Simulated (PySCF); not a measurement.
An unknown shows these calculated signals:

¹H NMR (400 MHz, computed): δ 5.13 (m, 1H), 4.86 (s, 3H), 3.97 (m, 1H), 3.83 (s, 3H), 1.31 (d, 3H).

¹³C{¹H} NMR (computed): δ 117.0 (CH), 73.3 (CH), 56.4 (CH3), 20.7 (CH3).

[PySCF 2.14: geometry from GFN2-xTB; shieldings: GIAO PBE0/pcSseg-1; single conformer; in vacuum; rapidly exchanging positions averaged; no relativistic terms]

δ = σ(ref) − σ, references computed at the same level: TMS for ¹H (31.72 ppm), ¹³C (186.93 ppm).

Which of these does the molecule contain: a methoxy group, a vinyl group CH=CH2, a C≡C triple bond, an ester, a Si–H bond?

Answers


- A methoxy group: yes (δC 56.4; δH 3.83 (s)).
- A vinyl group CH=CH2: no.
- A C≡C triple bond: no.
- An ester: no.
- A Si–H bond: yes (δH 4.86 (s)).

The data belong to `CO[C@@H](F)[C@@H](C)O[SiH3]`, C$_{4}$H$_{11}$FO$_{2}$Si; they needn't prove each group on their own.

Carbon signals by region: 1 in the sp2 and nitrile region (100–160 ppm), 2 at 50–100 ppm, 1 below 50 ppm.

Splittings by ¹⁹F in the carbon and heteronuclear signals aren't shown, as no couplings were computed. Shifts are as computed. Against solution values, carbons near 30 ppm lie about +3 ppm off and those near 130 ppm about +5 ppm. Of 1211 compounds with measured shifts, 218 miss one by over three times the rms of a fit or turn the order of signals round; such compounds aren't used in these exercises. No couplings were computed; multiplicities are counted from neighbouring protons, with m where these are inequivalent, close in shift, in a saturated or five-membered ring or joined by F or P, and br s for small geminal =CH2 splittings.
